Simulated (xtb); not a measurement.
I₄Ti (SMILES [I][Ti]([I])([I])[I]), singlet, geometry from GFN2-xTB (such geometries of metal compounds can be far from the true shape). Base run: GFN0-xTB in xtb.

xtb was given this input:
```
$ xtb mol.xyz --gfn 0 --json

# file mol.xyz
5

Ti    -0.00000000     0.00000000    -0.00000000
I      2.09524070    -0.59546698    -1.49603154
I      0.78783176     0.44202976     2.48327520
I     -1.17364265     2.16819622    -0.95090116
I     -1.70942982    -2.01475900    -0.03634250
```

Variants of this job, named by their change:

```tsv
change	ΔE vs base (kcal/mol)	HOMO-LUMO gap (eV)
base	0.000	3.42
etemp = 10000	[?]	3.42
etemp = 1000	0.000	3.42
```

Task: What belongs in the gaps?

Result: 
- etemp = 10000, ΔE vs base (kcal/mol): -59.66
